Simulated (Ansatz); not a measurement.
The same path of AlClF2H3N (8 atoms, charge 0, multiplicity 1) was run twice with different band settings. Lost on the way: Cl7–H8. Made: Al1–Cl7, N2–H8.

Method: Ansatz 0.2.0, RHF/def2-SVP.

Relaxed end points:

```xyz
8
Properties=species:S:1:pos:R:3
Al -0.006 0.011 0.321
N 0.028 -0.315 2.055
H -0.759 -0.661 2.571
H 0.871 -0.472 2.575
F 1.409 0.121 -0.517
F -1.401 -0.212 -0.527
Cl -0.326 2.693 0.622
H -0.301 2.493 1.883
```

```xyz
8
Properties=species:S:1:pos:R:3
Al -0.071 0.582 0.119
N -0.042 0.248 2.105
H -0.775 -0.401 2.354
H 0.842 -0.160 2.373
F 1.411 -0.045 -0.282
F -1.388 -0.339 -0.291
Cl -0.291 2.682 -0.036
H -0.174 1.092 2.642
```

Common settings: movable images 7; climbing image yes; spring 5.0 eV/Å²; optimiser quadratic models (default); force threshold 0.05 eV/Å; iteration limit 60; end points relaxed.

| run | start path |
| --- | --- |
| 1 | through a guess of the saddle point |
| 2 | straight line |

Problem. What does each run give, and how far can it be trusted?

Solution. Run 1: converged after 46 iterations, highest image 0.110 eV above the first end. Neighbouring images differ by up to 1.3 eV, so the band resolves the path poorly. A vibrational analysis at the climbing image gives one clearly imaginary mode, 469i cm⁻¹: a first-order saddle point.
Run 2: converged after 12 iterations, highest image 0.110 eV above the first end. Neighbouring images differ by up to 1.3 eV, so the band resolves the path poorly. Another band between the same ends (7 images) ends at a top of the same energy, where a vibrational analysis finds 1 clearly imaginary mode.
The orbitals stay closed-shell, which can raise the energy where a bond breaks towards radicals; this wasn't checked here.
